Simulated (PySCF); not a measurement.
OsCl₂ (quintet). Computed with PySCF, UB3LYP, basis Os def2-SVP with ECP60, Cl def2-SVP (scalar-relativistic core potentials, no spin–orbit coupling, density fitting).

Harmonic bands of its minimum:

```json
{"ω (cm⁻¹)": "62", "IR (km/mol, summed over degenerate members)": "3.2", "degeneracy": "2"}
{"ω (cm⁻¹)": "380", "IR (km/mol, summed over degenerate members)": "0.0", "degeneracy": "1"}
{"ω (cm⁻¹)": "397", "IR (km/mol, summed over degenerate members)": "87.9", "degeneracy": "1"}
```

Q: The central atom is Os. Infer the point group and assign the bands.

A: D∞h. The modes span πu + σg+ + σu+: 62 πu, 380 σg+, 397 σu+. The computed geometry has Os–Cl 2.263 Å (×2); Cl–Os–Cl 180.0°.

Other isomers or separated fragments may lie lower. Other spin states or occupations of the open shell can lie lower. Spin–orbit coupling, left out here, can matter for elements this heavy.
